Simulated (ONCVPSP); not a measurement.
**Pseudopotential generation for Au (Z = 79): ONCV, PBE, scalar-relativistic.**

gold, optimised norm-conserving Vanderbilt (ONCV), made with ONCVPSP 4.0.1 (PBE, scalar-relativistic). Core [Kr] 4d10, reference 4f14 5s2 5p6 5d10 6s0.75 (charge +0.25). Waves: 5s+6s: rc 1.80 bohr, ncon 4, nbas 7, qcut 6.8 1/bohr, 2 projectors; 5p: rc 1.10 bohr, ncon 4, nbas 9, qcut 9 1/bohr, 2 projectors, debl 3.6 Ha; 5d: rc 1.50 bohr, ncon 4, nbas 8, qcut 5.7 1/bohr, 3 projectors, debl 3.1 Ha; 4f: rc 0.85 bohr, ncon 4, nbas 9, qcut 19.4 1/bohr, local. Local part: the f channel. Core correction: Teter function, fcfact 6, rcfact 1.4.

All-electron outer shells of the reference configuration (PBE, scalar-relativistic, ld1.x):

```
shell  level (eV)  outermost node (bohr)  outermost maximum (bohr)
   4d     -327.89                   0.20                      0.41
   5s     -110.37                   0.48                      0.84
   4f      -83.12                      –                      0.37
   5p      -61.80                   0.52                      0.96
   5d       -8.88                   0.56                      1.21
   6s       -7.54                   1.11                      2.29
```

Task: Does the generator finish with these settings?

Result: Yes, a potential is produced and its reference levels are reproduced.

Task: Estimate the cutoffs (Ha) at which the residual kinetic energy of the hardest occupied pseudo-wave falls to 1 and 0.1 mHa per electron.

Result: 174 Ha and 209 Ha.

Task: Does the potential have ghost states?

Result: Ghosts flagged at negative energy: s at -837.3 eV, p at -352.8 eV; GHOST(+) flagged for d at 314.3 eV. A true bound ghost makes a file unfit for plane-wave use.

Task: Which valence shell sets the plane-wave cutoff?

Result: 4f: 174 Ha for 1 mHa per electron, against 40 Ha for 5p.

Task: Tests: 4f14 5s2 5p6 5d10 6s1; 4f14 5s2 5p6 5d10 6s0; 4f14 5s2 5p6 5d9 6s0; 4f14 5s2 5p6 5d9 6s1 6p1. Which has the largest error in its energy relative to the reference configuration, and how large is it?

Result: 4f14 5s2 5p6 5d9 6s0, with -6.9 meV (all-electron minus pseudo) on +28.96 eV.
